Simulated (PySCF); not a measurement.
# A survey of 31P NMR shifts

Theory: GIAO PBE0/pcSseg-1 shieldings, GFN2-xTB structure, in PySCF 2.14 (in vacuum, rapidly exchanging positions averaged, non-relativistic Hamiltonian, one computed conformer).

Shieldings were converted by a linear fit to measured shifts: 31P (scatter 18.1 ppm rms vs H3PO4, solution or neat liquid). A few per cent of atoms miss by over 2 rms, more outside the fitted compound classes.

Question: Give the 31P shifts of `C=C/P=C(\F)C(C)C`, `C=Cc1ccpcc1`, `CCC[P@@]1(=N)C=C1CC`.

Answer: 
```tsv
compound	environment	δ (ppm)
C=C/P=C(\F)C(C)C	phosphorus bonded to 2 C	115.7
C=Cc1ccpcc1	phosphorus bonded to 2 C, in a 6-membered ring	198.6
CCC[P@@]1(=N)C=C1CC	phosphorus bonded to 3 C, N, in a 3-membered ring	-69.1
```

Question: Order these by 31P shift, lowest first.
A. C=Cc1cpccn1
B. C=CC[P@@](C)(=N)C(=C)C
C. CC#C[Si@@H](P)O[SiH3]
D. Cc1cpc(Cl)s1
E. C1=CP2C=CC1C=C2
F. N=P12CCC(CC1)CC2

Answer: C (-224.9 ppm, phosphorus bonded to Si, 2 H), E (-93.1 ppm, phosphorus bonded to 3 C, in a 6-membered ring), F (-15.2 ppm, phosphorus bonded to 3 C, N, in a 6-membered ring), B (3.2 ppm, phosphorus bonded to 3 C, N), D (197.3 ppm, phosphorus bonded to 2 C, in a 5-membered ring), A (233.5 ppm, phosphorus bonded to 2 C, in a 6-membered ring).
